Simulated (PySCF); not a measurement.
**Removal energies of Gd⁴⁶⁺ from EOM-IP-GCCSD**

Reference: closed-shell Gd⁴⁶⁺, [Ar]; one electron is removed. Calculated with PySCF 2.14, two-component X2C-1e with screened spin-orbit coupling, an uncontracted even-tempered set (18 s from 3.9 bohr⁻², ratio 2.6; 14 p from 5 bohr⁻², ratio 2.6; 5 d from 5.1 bohr⁻², ratio 2.8; 3 f from 83 bohr⁻², ratio 2.8); frozen [Ne]; the 62 highest virtual spinors dropped; of the others 50 kept and the rest restored at second order. No Breit or QED terms. Binding energies in eV.

```tsv
level	Koopmans	second order	EOM-CCSD
3s1/2	4331.1	4301.1	4317.7
3p1/2	4159.2	4159.1	4159.1
3p3/2	3981.7	3982.6	3982.9
```

In EOM-CCSD the overlap with the one-orbital guess is low for 3s1/2 (weight 0.74). That can mean mixing with two-hole, one-particle states, where second order and EOM-CCSD lose accuracy, or only a rotation among the degenerate components of the shell; the terms of those configurations are not listed.

For comparison, the ionisation energy of Gd⁴⁶⁺ is 3980 ± 4 eV (theoretical estimate listed by NIST; NIST Atomic Spectra Database, ionization energies).

Where second order misses EOM-CCSD by more than 1 eV, it overshoots the relaxation and correlation of that hole or particle, which higher orders damp.
